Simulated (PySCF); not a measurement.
C2H8Si2, charge +1, doublet, at the geometry of the source list (a state made from the parent by changing its charge; the spin is typed, not shown lowest), atoms displaced at random by about 0.08 Å a coordinate; TPSS/STO-3G, gradient in PySCF.

Input for PySCF:
```python
from pyscf import gto, scf, dft

mol = gto.M(
    atom='''
C     0.20956298    0.46716388    1.27237828
Si    1.33056782   -0.29603215   -0.40340761
C    -0.21447989   -0.41447388   -1.29813106
Si   -1.35894374    0.04803918    0.36223909
H     0.48184150    1.35187305    1.49083550
H     0.29159431   -0.33956210    2.22484004
H     2.23982104    0.60791094   -0.65202671
H     2.05912060   -1.56692391    0.00567322
H    -0.26515278    0.29784924   -2.13457689
H    -0.45643008   -1.45128423   -1.49382237
H    -2.06017110    1.59901414    0.03886412
H    -2.28909187   -0.57448767    0.84411538
''',
    basis='sto-3g',
    charge=1,
    spin=1,
    verbose=4,
)

mf = dft.UKS(mol)
mf.xc = 'tpss'
mf.grids.level = 5
mf.kernel()
g = mf.nuc_grad_method()
g.grid_response = False
grad = g.kernel()
```

Output, abridged:

```
PySCF version 2.14.0

[INPUT] verbose = 4
[INPUT] num. atoms = 12
[INPUT] num. electrons = 47
[INPUT] charge = 1
[INPUT] spin (= nelec alpha-beta = 2S) = 1
[INPUT] symmetry False subgroup None
[INPUT] Mole.unit = angstrom
[INPUT] Symbol           X                Y                Z      unit          X                Y                Z       unit  Magmom
[...]
nuclear repulsion = 215.05131504555
number of shells = 24
number of NR pGTOs = 108
number of NR cGTOs = 36
basis = sto-3g
ecp = {}

******** <class 'pyscf.dft.uks.UKS'> ********
method = UKS
initial guess = minao
damping factor = 0
level_shift factor = 0
DIIS = <class 'pyscf.scf.diis.CDIIS'>
diis_start_cycle = 1
diis_space = 8
diis_damp = 0
SCF conv_tol = 1e-09
SCF conv_tol_grad = None
SCF max_cycles = 50
direct_scf = True
direct_scf_tol = 1e-13
number electrons alpha = 24  beta = 23
XC library pyscf.dft.libxc version 7.1.2
    S. Lehtola, C. Steigemann, M. J. T. Oliveira, and M. A. L. Marques,  SoftwareX 7, 1–5 (2018)
XC functionals = tpss
    J. Tao, J. P. Perdew, V. N. Staroverov, and G. E. Scuseria,  Phys. Rev. Lett. 91, 146401 (2003)
    J. P. Perdew, J. Tao, V. N. Staroverov, and G. E. Scuseria,  J. Chem. Phys. 120, 6898 (2004)
    J. Tao, J. P. Perdew, V. N. Staroverov, and G. E. Scuseria,  Phys. Rev. Lett. 91, 146401 (2003)
    J. P. Perdew, J. Tao, V. N. Staroverov, and G. E. Scuseria,  J. Chem. Phys. 120, 6898 (2004)
radial grids:
    Treutler-Ahlrichs [JCP 102, 346 (1995); DOI:10.1063/1.469408] (M4) radial grids

becke partition: Becke, JCP 88, 2547 (1988); DOI:10.1063/1.454033
pruning grids: <function nwchem_prune>
grids dens level: 5
symmetrized grids: False
atomic radii adjust function: <function treutler_atomic_radii_adjust>
small_rho_cutoff = 0
Set gradient conv threshold to 3.16228e-05
tot grids = 361384
init E= -652.107603969761

cycle= 1 E= -651.981291099644  delta_E= 0.126  |g|= 0.267  |ddm|= 2.86
cycle= 2 E= -651.950402159729  delta_E= 0.0309  |g|= 0.335  |ddm|= 0.981
cycle= 3 E= -652.02993199497  delta_E= -0.0795  |g|= 0.0669  |ddm|= 0.645
cycle= 4 E= -652.033553395378  delta_E= -0.00362  |g|= 0.017  |ddm|= 0.189
cycle= 5 E= -652.033914322922  delta_E= -0.000361  |g|= 0.00824  |ddm|= 0.0771
cycle= 6 E= -652.03397633897  delta_E= -6.2e-05  |g|= 0.00648  |ddm|= 0.0296
cycle= 7 E= -652.034010776183  delta_E= -3.44e-05  |g|= 0.000908  |ddm|= 0.0119
cycle= 8 E= -652.034012416694  delta_E= -1.64e-06  |g|= 0.000468  |ddm|= 0.00463
cycle= 9 E= -652.034012740864  delta_E= -3.24e-07  |g|= 0.000151  |ddm|= 0.00134
cycle= 10 E= -652.034012770703  delta_E= -2.98e-08  |g|= 2.75e-05  |ddm|= 0.000388
cycle= 11 E= -652.034012771863  delta_E= -1.16e-09  |g|= 1e-05  |ddm|= 9.93e-05
cycle= 12 E= -652.03401277201  delta_E= -1.47e-10  |g|= 5.05e-06  |ddm|= 3.25e-05
Extra cycle  E= -652.034012772003  delta_E= 7.28e-12  |g|= 6.43e-06  |ddm|= 2.03e-05
converged SCF energy = -652.034012772003  <S^2> = 0.75594037  2S+1 = 2.0059316

******** <class 'pyscf.grad.uks.Gradients'> for <class 'pyscf.dft.uks.UKS'> ********
unit = Eh/Bohr
grid_response = False
--------------- UKS gradients ---------------
         x                y                z
0 C     0.0536682567     0.2489561044    -0.0233479869
1 Si     0.0179327549     0.0809045746    -0.0626224939
2 C     0.0306052497    -0.0095237993    -0.0158256306
3 Si    -0.1229752829    -0.1944621794     0.1240861163
4 H    -0.0580444309    -0.1688192473    -0.0378552301
5 H    -0.0085635649    -0.0560058331     0.0516537035
6 H    -0.0599718369    -0.0752624933     0.0214740880
7 H     0.0223419337    -0.0208774566     0.0028569782
8 H     0.0148322333     0.0042942684     0.0034750668
9 H     0.0103235728     0.0146722459     0.0170071028
10 H    -0.0305656173     0.0606946596    -0.0070844938
11 H     0.1304161361     0.1154314040    -0.0738167597
----------------------------------------------
```
